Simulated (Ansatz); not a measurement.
Reaction (ligand exchange at the Al–C bond): `[CH3][Al]([OH])[C](=N)Cl` + CH₃OH → `C[O][Al]([CH3])[OH]` + `N=CCl`

Computed with Ansatz on PBE0-D4/def2-TZVP structures; ΔE is electronic, products minus reactants. CCSD(T)/CBS adds triple-zeta CCSD(T) − MP2 to the extrapolated MP2 energy (def2 sets, frozen cores). This one scheme is used for every species. Functionals use def2-TZVPP. B3LYP here is the variant with VWN-RPA as its local correlation; programs differ in this. HSE06 is defined as in plane-wave codes. Each species was taken in one conformer, which may not be the lowest.

`[CH3][Al]([OH])[C](=N)Cl`:

Z-matrix (Å, degrees):
```
C
Al 1 1.930
H 1 1.094 2 110.9
H 1 1.094 2 110.9 3 -118.1
H 1 1.092 2 111.8 3 121.0
O 2 1.691 1 122.7 3 -120.6
C 2 1.988 1 123.2 3 59.4
H 6 0.958 2 120.3 1 180.0
N 7 1.251 2 122.4 1 180.0
Cl 7 1.805 2 116.0 1 -0.0
H 9 1.022 7 115.1 2 180.0
```

CH₃OH:

Cartesian coordinates in Å:
```
C 0.259 -0.019 -0.243
O -0.357 0.347 0.970
H 1.267 0.399 -0.229
H -0.265 0.387 -1.118
H 0.343 -1.106 -0.359
H -1.248 -0.009 0.978
```

`C[O][Al]([CH3])[OH]`:

Cartesian coordinates in Å:
```
C 1.300 -1.326 0.937
O 0.343 -0.345 1.197
Al -0.630 0.646 0.234
C -0.595 0.598 -1.703
O -1.672 1.719 1.031
H 0.998 -2.280 1.384
H 1.456 -1.494 -0.137
H 2.264 -1.044 1.374
H -0.835 -0.400 -2.082
H -1.311 1.302 -2.131
H 0.397 0.852 -2.089
H -1.716 1.771 1.985
```

`N=CCl`:

```xyz
5

N     0.631   -0.704    0.300
C    -0.127    0.177   -0.153
Cl   -0.005    0.697   -1.798
H     0.420   -0.885    1.281
H    -0.919    0.715    0.370
```

| level | ΔE (kJ/mol) | difference from CCSD(T)/CBS |
| --- | --- | --- |
| revPBE-D4 | -94.1 | 13.1 |
| r2SCAN-D4 | -106.1 | 1.1 |
| B3LYP-D4 | -107.7 | -0.5 |
| BHLYP-D4 | -115.4 | -8.2 |
| ωB97M-V | -108.5 | -1.3 |
| BLYP | -105.4 | 1.8 |
| r2SCANh | -108.6 | -1.4 |
| HSE06 | -104.5 | 2.7 |
| BHLYP | -119.1 | -11.9 |
| CAM-B3LYP | -117.1 | -9.9 |
| HF/def2-TZVPP | -124.9 | -17.7 |
| CCSD/def2-TZVPP | -113.2 | -6.0 |
| CCSD(T)/def2-TZVPP | -108.7 | -1.5 |
| SCS-MP2/def2-QZVPP | -113.2 | -6.0 |
| HF/CBS(def2) | -126.7 | -19.5 |
| CCSD/CBS(def2) | -111.7 | -4.5 |
| CCSD(T)/CBS | -107.2 | 0 |

Largest T1 diagnostic among the species: 0.013.

Leaving LDA and LC-ωPBE aside and taking each functional with its dispersion term where it has one, the values spread over 21.3 kJ/mol, from BHLYP-D4 to revPBE-D4. LDA lies −5.3 kJ/mol from PBE without D4. In def2-TZVPP, CCSD(T) changes the Hartree–Fock value by +16.2 kJ/mol (the triples alone add +4.6 kJ/mol) and MP2 by +13.5 kJ/mol. From r2SCAN to r2SCAN0 (25 % exact exchange), in def2-TZVPP and without D4, ΔE moves by −4.6 kJ/mol.
